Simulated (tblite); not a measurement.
Compound: C7H13NP (charge +1).
Z-matrix (Å and degrees, GFN2-xTB geometry), rows numbered from 1:
```
C 
C   1  1.3195
C   2  1.5058  1  123.74
P   3  1.8176  2  109.40  1   116.49
C   4  1.8036  3  112.08  2   174.37
C   4  1.8244  3  108.81  2   -60.89
C   6  1.5389  4  112.61  3  -175.90
C   7  1.4434  6  109.29  4   -40.04
N   8  1.1424  7  174.81  6    28.07
H   1  1.0778  2  122.18  3    -0.24
H   1  1.0756  2  121.54  3   178.41
H   2  1.0823  1  120.97  3  -178.42
H   3  1.0944  2  111.37  1    -4.16
H   3  1.0958  2  110.55  1  -124.96
H   4  1.3773  3  107.20  2    55.69
H   5  1.0916  4  109.76  3    66.89
H   5  1.0908  4  109.33  3   -52.63
H   5  1.0905  4  110.15  3  -172.09
H   6  1.0953  4  108.17  3   -53.47
H   6  1.0956  4  106.70  3    62.27
H   7  1.0937  6  111.26  4    79.58
H   7  1.0928  6  110.46  4  -160.64
```

Computed with GFN2-xTB (tblite): harmonic, unscaled wavenumbers at the GFN2-xTB geometry, gas phase. The method is semi-empirical: single wavenumbers can be off by several per cent or more. Modes of hydrogen on phosphorus can be 10 to 20 % off. One conformer, not necessarily the lowest.

Harmonic wavenumbers (cm⁻¹): 34.9, 55.8, 66.0, 85.0, 126.7, 141.8, 170.9, 180.6, 228.3, 270.3, 315.6, 376.1, 408.1, 551.8, 592.5, 671.6, 694.7, 731.4, 780.7, 818.5, 830.7, 850.3, 896.2, 918.4, 925.0, 932.8, 934.9, 948.9, 1013.0, 1035.1, 1047.2, 1087.1, 1132.1, 1136.5, 1181.0, 1231.9, 1278.4, 1288.1, 1314.2, 1378.9, 1384.5, 1391.1, 1397.8, 1400.2, 1419.8, 1701.7, 2409.0, 2434.3, 2921.9, 2932.5, 2940.9, 2943.6, 2968.8, 2981.4, 2987.8, 2992.6, 2996.1, 3058.7, 3107.5, 3146.7.

A = 2178, B = 805.8, C = 707.7 MHz; mass 142.079 u (most abundant isotopes); point group C1, symmetry number 1.

Question: Zero-point energy?

Answer: ½Σν̃ = 39089 cm⁻¹ = 111.76 kcal/mol.

Question: Give the ideal-gas entropy at 298.15 K and 1 bar in the rigid-rotor, harmonic-oscillator model (classical rotation).

Answer: Translation 40.79, rotation 29.94, vibration 39.66: S = 110.4 cal/(mol K).

Question: And Cp and H(298.15 K) − H(0)?

Answer: Cp = 44.88 cal/(mol K), of which vibrations give 36.94 (their classical limit is 60 R = 119.2); H(298.15 K) − H(0) = 8.25 kcal/mol without the zero-point energy, 5.88 from vibrations.

Question: What must be added to the electronic energy to get the Gibbs energy at 298.15 K and 1 bar?

Answer: ZPE + [H(298.15 K) − H(0)] − T·S = 111.76 + 8.25 − 32.91 = 87.10 kcal/mol.

Question: How do the functions run with temperature in this model?

Answer: 
```tsv
T (K)	S (cal/(mol K))	Cp (cal/(mol K))	H − H(0) (kcal/mol)	G − H(0) (kcal/mol)	ln q(vib)
100	75.7	23.2	1.58	-5.99	2.92
200	94.9	33.5	4.41	-14.57	6.67
300	110.7	45.1	8.33	-24.87	10.09
500	138.9	66.2	19.57	-49.88	16.54
800	174.8	86.3	42.70	-97.12	25.55
1000	195.0	95.1	60.89	-134.14	31.07
```

q(vib) and H(0) count from the zero-point level.

Question: Which modes carry the vibrational entropy at 298.15 K?

Answer: 34.9 cm⁻¹: 5.53; 55.8 cm⁻¹: 4.60; 66.0 cm⁻¹: 4.27; 85.0 cm⁻¹: 3.77; 126.7 cm⁻¹: 3.00; 141.8 cm⁻¹: 2.78 cal/(mol K); the other 54 give 15.71 together.

Question: Blend soft modes into free rotors: weight 1/[1 + (100 cm⁻¹/ν̃)⁴] for the oscillator and the rest for a rotor with moment μB/(μ + B), μ = h/(8π²ν), B = 10⁻⁴⁴ kg m². What vibrational entropy results?

Answer: 35.50 cal/(mol K) in place of 39.66, which changes −T·S at 298.15 K by +1.24 kcal/mol.

Hindered rotation and anharmonicity are outside this model. Other conformers, if any are populated, would add a mixing term that is left out. The structure is chiral; the term R ln 2 for an equal mix with its mirror image is left out.

Time: 1.6 s wall. Hardware: an Arm Neoverse N1 with one thread, no GPU, shared host with 64 logical CPUs at a one-minute load of 55. This covers the Hessian and the dipole derivatives.
